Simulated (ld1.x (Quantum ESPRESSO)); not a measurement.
## Cutoff test, C (Z = 6), ultrasoft

```json
{
 "Element": "C (Z = 6)",
 "Generator": "ld1.x (Quantum ESPRESSO) 7.5",
 "Type": "ultrasoft",
 "Functional": "Wu–Cohen",
 "Relativity": "scalar-relativistic",
 "Frozen core": "[He]",
 "Valence charge": "4",
 "Reference configuration": "2s1.75 2p2.25",
 "Partial waves": "2s (bound): rcut 1.10, rcutus 1.35 bohr; 2s channel at -0.15 Ry: rcut 1.10, rcutus 1.35 bohr; 2p (bound): rcut 2.70, rcutus 3.25 bohr; 2p channel at 1.35 Ry: rcut 2.70, rcutus 3.25 bohr",
 "Local potential": "all-electron potential smoothed inside 1.60 bohr (lloc = -1)",
 "Core correction": "Bessel-smoothed model core inside 1.25 bohr",
 "Augmentation charge": "PSQ, radius 0.85 bohr"
}
```

The pseudo-atom Hamiltonian at the reference potential is diagonalised in spherical Bessel functions j_l(qr) that vanish at 20 bohr, with q² up to the cutoff. All-electron valence levels (Ry): 2s -1.0131, 2p -0.3936.

Question: How do the lowest levels (Ry) of each channel move with the cutoff, and are there ghosts?

Answer:

| cutoff (Ry) | s #1 | s #2 | p #1 | p #2 | d #1 | f #1 | Σ f·Δε (mRy) |
| --- | --- | --- | --- | --- | --- | --- | --- |
| 8 | -1.0098 | -0.0122 | -0.3935 | 0.0324 | 0.0728 | 0.1172 | 6.1 |
| 10 | -1.0120 | -0.0123 | -0.3935 | 0.0324 | 0.0728 | 0.1172 | 2.1 |
| 12 | -1.0127 | -0.0123 | -0.3935 | 0.0324 | 0.0728 | 0.1172 | 0.8 |
| 15 | -1.0129 | -0.0123 | -0.3936 | 0.0324 | 0.0728 | 0.1172 | 0.5 |
| 18 | -1.0129 | -0.0123 | -0.3936 | 0.0324 | 0.0728 | 0.1172 | 0.3 |
| 400 | -1.0131 | -0.0123 | -0.3936 | 0.0324 | 0.0728 | 0.1172 | 0.0 |

Result: no extra level below or beside the all-electron valence levels (s, p, d, f tested); 10 mRy is reached at 8 Ry and 1 mRy at 12 Ry.
